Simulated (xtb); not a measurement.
Si(Cl)2(Br)(vinyl) (C2H3BrCl2Si), SMILES Cl[Si](Br)(C=C)Cl. All values are semi-empirical tight-binding results from xtb (GFN2-xTB unless named), good for trends rather than for accurate numbers. Coordinates come from a GFN2-xTB optimisation. One conformer was computed; it need not be the lowest.

| Item | Value |
|---|---|
| orbital gap | 4.53 eV |
| zero-point energy | 28.9 kcal/mol |
| G − E(el) at 298.15 K (modified RRHO) | 6.4 kcal/mol |
| static polarisability (D4 model) | 100.0 bohr³ |
| solvation energy, GFN2-xTB/ALPB(water) | -1.6 kcal/mol |
| solvation energy, GFN2-xTB/ALPB(hexane) | -6.4 kcal/mol |
